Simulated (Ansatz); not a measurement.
`C[Si](N)(O)O[SiH3]` + `[BH2][GeH2][OH]` → `B[Si](C)(N)O` + `[OH][GeH2][O][SiH3]`  (redistribution)

Isolated molecules relaxed with PBE0-D4/def2-TZVP in Ansatz; ΔE leaves out vibrations. CBS: MP2 limit from def2 TZ/QZ plus the TZ coupled-cluster correction, frozen cores. Functionals use def2-TZVPP. B3LYP here is the variant with VWN-RPA as its local correlation; programs differ in this. For Ge outer-core shells are correlated without core-valence functions, which leaves a few kJ/mol of doubt a bond. Scalar relativity is left out up to krypton. One conformer a species, not always the lowest.

```csv
level,ΔE (kJ/mol),difference from CCSD(T)/CBS
PBE-D4,90.5,-10.3
B3LYP-D4,99.1,-1.7
ωB97X-V,95.1,-5.7
B2PLYP,96.6,-4.2
PBE,89.1,-11.7
r2SCAN,99.8,-1.0
B3LYP,96.9,-3.9
HF/def2-TZVPP,101.8,1.0
MP2/def2-TZVPP,97.1,-3.7
SCS-MP2/def2-TZVPP,95.0,-5.8
CCSD/def2-TZVPP,99.3,-1.5
HF/def2-QZVPP,101.8,1.0
MP2/def2-QZVPP,99.2,-1.6
SCS-MP2/def2-QZVPP,96.7,-4.1
MP2/CBS(def2),100.7,-0.1
CCSD/CBS(def2),103.0,2.2
CCSD(T)/CBS,100.8,0
```

Largest T1 diagnostic among the species: 0.012.

In def2-TZVPP, CCSD(T) changes the Hartree–Fock value by −4.6 kJ/mol (the triples alone add −2.1 kJ/mol) and MP2 by −4.7 kJ/mol. From PBE to PBE0 (25 % exact exchange), in def2-TZVPP and without D4, ΔE moves by +6.8 kJ/mol.
